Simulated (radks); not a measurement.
Species: Tl62+. Configuration: [Ar] 3d1. All-electron calculation, Dirac Kohn-Sham, PBE, spin-unpolarised, spherical densities, point nucleus; open shells are shared between the two j in proportion to 2j + 1. Program: a radial shooting solver on a logarithmic mesh with Libxc functionals.

Unscreened Slater integrals over Kohn-Sham orbitals (cm^-1). Large and small components are both included. Empty in this configuration: 4s1/2.

integral           value
F0(3d5/2,3d5/2)  1329200
F2(3d5/2,3d5/2)   690980
F4(3d5/2,3d5/2)   447960
F0(3d5/2,3d3/2)  1347200
F2(3d5/2,3d3/2)   696170
G2(3d5/2,3d3/2)   679010
G4(3d5/2,3d3/2)   439940
F0(3d5/2,3p3/2)  1223500
F2(3d5/2,3p3/2)   582270
G1(3d5/2,3p3/2)   595930
G3(3d5/2,3p3/2)   405450
F0(3d5/2,3p1/2)  1281400
G3(3d5/2,3p1/2)   451740
F0(3d5/2,4s1/2)   775430
G2(3d5/2,4s1/2)    74983
F0(3d3/2,3d3/2)  1366300
F2(3d3/2,3d3/2)   702700
F0(3d3/2,3p3/2)  1237400
F2(3d3/2,3p3/2)   579370
G1(3d3/2,3p3/2)   581430
G3(3d3/2,3p3/2)   395320
F0(3d3/2,3p1/2)  1297600
G1(3d3/2,3p1/2)   685420
F0(3d3/2,4s1/2)   779750
G2(3d3/2,4s1/2)    74227
F0(3p3/2,3p3/2)  1163700
F2(3p3/2,3p3/2)   577300
F0(3p3/2,3p1/2)  1209800
G2(3p3/2,3p1/2)   576340
F0(3p3/2,4s1/2)   757410
G1(3p3/2,4s1/2)    80532
F0(3p1/2,3p1/2)  1264800
F0(3p1/2,4s1/2)   771060
G1(3p1/2,4s1/2)    81942
F0(4s1/2,4s1/2)   621470
